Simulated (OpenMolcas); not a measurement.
Os2+ (d6) among equal point charges was computed by CASSCF with the d shell active (OpenMolcas, ANO-RCC-VDZP on the metal). Its lowest spin-free states, and all those of the highest spin:

| 2S+1 | Degeneracy | E (cm-1) |
| --- | --- | --- |
| 5 | 2 | 0.0 |
| 1 | 1 | 579.2 |
| 5 | 1 | 2822 |
| 3 | 2 | 3814 |
| 3 | 1 | 5287 |
| 3 | 1 | 6418 |
| 1 | 2 | 10932 |
| 3 | 2 | 11771 |
| 1 | 1 | 13114 |
| 5 | 1 | 13194 |
| 3 | 1 | 15330 |
| 3 | 2 | 16564 |
| 5 | 1 | 19656 |

Is the site octahedral, tetrahedral or cube-like, axial, or of lower symmetry?

The states with 2S+1 = 5 have orbital degeneracies 2, 1, 1, 1. There are pairs but no triples, so the site is axial: not cubic, but with a proper or improper axis of order three or more. The run had Os2+ among 6 point charges of -1.5 e arranged as a tetragonal octahedron (D4h), 1.93 Å from the ion, with the axial distance 2.104 Å. The active orbitals were held to one l.

Spin-orbit coupling mixes the spin-free states strongly: the lowest level takes only 37 % from its leading state, 1A1, which lies 579 cm-1 above the lowest spin-free state. Without dynamic correlation the repulsion within the d shell is too large (B by tens of per cent), so at a given field states of lower spin stand too high. This shell can be high or low spin here, a state of another spin lies low, and with metal d orbitals alone active their balance is uncertain, so the ground spin may be wrong. Point charges give a weaker field than real ligands, and real ions of this kind are as a rule low spin; the high spin found here belongs to the model. This is an electrostatic model: the charges have no orbitals. No measured value stands beside these numbers.
